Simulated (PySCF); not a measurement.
# How methods differ on the ionisation energy of Mn²⁺

Mn²⁺ [Ar] 3d5 [3d3/2^4 3d5/2^1, M_J = 5/2] → Mn³⁺ [Ar] 3d4 [3d3/2^4, M_J = 0], as a difference of total energies. Calculation: PySCF 2.14, in x2c-TZVPPall-2c (6s7p4d2f1g, 70 functions); the two-component X2C-1e Hamiltonian. Correlated levels: [Ne] frozen; the 6 highest virtual spinors dropped. "Screened" scales the spin-orbit matrix elements by Boettger's factors to mimic the two-electron term; Breit and QED terms are absent.

```csv
method,ionisation energy (eV)
GHF (spin-free),32.449
GMP2 (spin-free),33.757
GHF (screened spin-orbit),32.397
GMP2 (screened spin-orbit),33.705
```

How much does correlation contribute at GMP2 (screened spin-orbit)?

33.705 − (32.397) = 1.308 eV, measured against GHF (screened spin-orbit).

Errors of the correlated levels include the incompleteness of this basis and the frozen core.

The labels give the starting determinants; with spin-orbit coupling the two ends relaxed to ⟨J²⟩ = 8.75, ⟨L²⟩ = 0.00, ⟨S²⟩ = 8.75 and ⟨J²⟩ = 3.92, ⟨L²⟩ = 6.00, ⟨S²⟩ = 6.00.

The determinant of Mn³⁺ mixes levels of different J (the jj label is only the starting occupation), so the difference between spin-free and spin-orbit rows is not the physical spin-orbit shift.

For comparison: 33.668 ± 0.012 eV (measured; NIST Atomic Spectra Database, ionization energies).
